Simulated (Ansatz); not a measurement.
Computed with Ansatz on PBE0-D4/def2-TZVP structures; ΔE is electronic, products minus reactants. CBS: MP2 limit from def2 TZ/QZ plus the TZ coupled-cluster correction, frozen cores. This one scheme is used for every species. DFT in def2-TZVPP. B3LYP here is the variant with VWN-RPA as its local correlation; programs differ in this. Each species was taken in one conformer, which may not be the lowest.

Consider the ligand exchange at a B–C bond: `BCB(C)Cl` + `N=C=O` → `BN=C=O` + `CB(C)Cl`.

```
             level  ΔE (kcal/mol)  difference from CCSD(T)/CBS
            PBE-D4          -22.8                         -0.3
           PBE0-D4          -23.0                         -0.5
          B3LYP-D4          -24.7                         -2.2
           ωB97X-V          -22.9                         -0.4
           ωB97M-V          -22.9                         -0.4
            B2PLYP          -24.7                         -2.2
               PBE          -23.5                         -1.0
              PBE0          -23.6                         -1.1
             B3LYP          -25.8                         -3.3
     HF/def2-TZVPP          -27.1                         -4.6
SCS-MP2/def2-TZVPP          -23.5                         -1.0
   CCSD/def2-TZVPP          -23.1                         -0.6
     HF/def2-QZVPP          -27.0                         -4.5
    MP2/def2-QZVPP          -22.9                         -0.4
SCS-MP2/def2-QZVPP          -23.5                         -1.0
     MP2/CBS(def2)          -22.9                         -0.4
       CCSD(T)/CBS          -22.5                            0
```

Largest T1 diagnostic among the species: 0.018.

The D4 term adds +1.1 kcal/mol with B3LYP and +0.6 kcal/mol with PBE0; it sums over pairs of atoms, weighted by their polarisabilities, and B3LYP, whose exchange is more repulsive, gets the larger term. In def2-TZVPP, CCSD(T) changes the Hartree–Fock value by +4.4 kcal/mol (the triples alone add +0.5 kcal/mol) and MP2 by +4.1 kcal/mol.
